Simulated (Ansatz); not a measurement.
input.yaml

```yaml
crystal:
  periodic: [false, false, false]
  atoms:
    - { symbol: Si, position_ang: [0.0, 0.0, 0.0] }
    - { symbol: H, position_ang: [0.8436, 0.0, 1.4296] }
    - { symbol: O, position_ang: [1.8237, 0.0, 0.457] }
    - { symbol: H, position_ang: [2.14, -0.9521, 0.3404] }
    - { symbol: O, position_ang: [-0.7913, 1.3709, -0.5594] }
    - { symbol: Si, position_ang: [-2.4002, 1.4263, -1.0396] }
    - { symbol: H, position_ang: [-3.2124, 0.6421, -0.1138] }
    - { symbol: H, position_ang: [-2.862, 2.8114, -1.0378] }
    - { symbol: H, position_ang: [-2.5267, 0.8736, -2.385] }
    - { symbol: H, position_ang: [-0.6877, -1.1914, -0.4862] }
basis:
  gaussian: { orbitals: "6-31G*" }
hamiltonian:
  xc: hf
relax:
  f_tol: 0.15
  max_steps: 25
  restrain:
    - { distance: [1, 2], at: 2.21, k: 30.0 }
    - { distance: [0, 1], at: 1.46, k: 30.0 }
    - { distance: [0, 2], at: 1.68, k: 30.0 }
```

Command:

```bash
$ ansatz run input.yaml --threads 1 --pin off --max-ram 2048MiB --backend cpu --events-out ev --progress --plain --runs-dir out
```

Hardware: 1 thread of Arm Neoverse V1, with other jobs on the host.

Roughly how long does this run take, and how much memory?

34 s, with a peak of 0.14 GiB, for 19 ionic steps.
